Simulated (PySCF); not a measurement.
H3O (cation, charge +1), SMILES [OH3+], PBE/def2-SVP optimised geometry.

```
4

O     -0.31    -0.19     0.00
H      0.68    -0.19     0.00
H     -0.68    -0.73     0.75
H     -0.68     0.73     0.00
```

Density from PBE/def2-TZVP (PySCF 2.14.0) at that geometry.

Minimum of the electron density along straight lines between bonded atoms, close to the bond critical point (lines longer than 1.1 times the sum of covalent radii, or with two minima, are not listed):

```
bond   length / Å  ρ at the minimum / e bohr⁻³  ∇²ρ there / e bohr⁻⁵  position (fraction from the first atom)
-----  ----------  ---------------------------  --------------------  ---------------------------------------
O1–H2       0.992                        0.320                 -2.27                                     0.82
O1–H3       0.992                        0.320                 -2.27                                     0.82
O1–H4       0.992                        0.320                 -2.27                                     0.82
```
